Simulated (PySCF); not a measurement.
# Dipole moment and polarisability of `NCCC[SiH2]F`

Compound: C3H10FNSi.
Cartesian coordinates in Å at the GFN2-xTB level; atoms count from 1:
```xyz
16
C3H10FNSi angstrom
N     -2.552   -0.406    0.547
C     -1.105   -0.519    0.523
C     -0.441   -0.037   -0.773
C      1.074   -0.226   -0.761
Si     1.997    0.778    0.558
F      3.554    0.750    0.132
H     -2.958   -0.954   -0.204
H     -2.830    0.560    0.405
H     -0.715    0.058    1.367
H     -0.855   -1.570    0.691
H     -0.873   -0.591   -1.613
H     -0.677    1.021   -0.921
H      1.293   -1.289   -0.639
H      1.465    0.053   -1.744
H      1.637    2.190    0.531
H      1.979    0.189    1.889
```

Level: CAM-B3LYP/def2-SVPD (PySCF), static field, nuclei fixed, core orbitals frozen in the response. The polarisability tensor in these axes (au):

```
x   79.36  3.86  1.70
y    3.86 65.59  1.41
z    1.70  1.41 67.69
```

Question: What are the eigenvalues, a third of the trace, and Δα (Δα² = ½Σ(αi − αj)² over the three pairs)?

Answer: Principal values 64.30, 67.66 and 80.68 au; mean 70.88 au = 10.50 Å³ = 11.69 × 10⁻⁴⁰ C²·m²/J; Δα = 14.98 au (21 % of the mean).

Question: What is the dipole moment, and where does it point?

Answer: (-1.65, 0.01, -1.27) D, 2.08 D in size, pointing from the negative to the positive side. Measured along this direction, the outermost atoms are F6 at the negative end and H7 at the positive end.

Question: Rayleigh depolarisation ratio (linearly polarised light, static tensor)?

Answer: ρ = 3Δα²/(45ᾱ² + 4Δα²) = 673.6/(226061 + 898.1) = 0.00297.

Question: In a dilute gas of rigid molecules at 500 K, how does the orientational term μ²/3kT compare with the electronic polarisability?

Answer: In Gaussian units μ²/3kT = 20.87 Å³ against 10.50 Å³, a ratio of 1.99; the Debye molar polarisation (4π/3)N_A(α + μ²/3kT) is 79.1 cm³/mol, leaving out the vibrational part.

Question: Give the principal axes and the span of the nuclei along them.

Answer: Largest value along (0.95, 0.26, 0.15), where the nuclei span 6.70 Å; middle along (-0.22, 0.24, 0.95), 3.42 Å; least along (-0.21, 0.94, -0.29), 3.05 Å. The response follows the extents in order.

Question: Find the Langevin capture rate constant for NH4+ (18.034 u) meeting this molecule (107.057 u), k = 2.342 × 10⁻⁹ cm³/s × √(α in Å³ / reduced mass in u).

Answer: The reduced mass is 15.43 u, so k = 1.93 × 10⁻⁹ cm³/s. The formula leaves out the permanent dipole, which adds to the capture rate.

Question: What would n − 1 = 2πNα be for an ideal gas of these molecules at 400 K and 1 atm, electronic part alone?

Answer: N = p/kT = 1.8347 × 10¹⁹ cm⁻³, so n − 1 = 2π × N × 10.50 × 10⁻²⁴ cm³ = 1211 × 10⁻⁶ at long wavelengths.

The structure is a single GFN2-xTB conformer in the gas phase; no vibrational or solvent corrections.
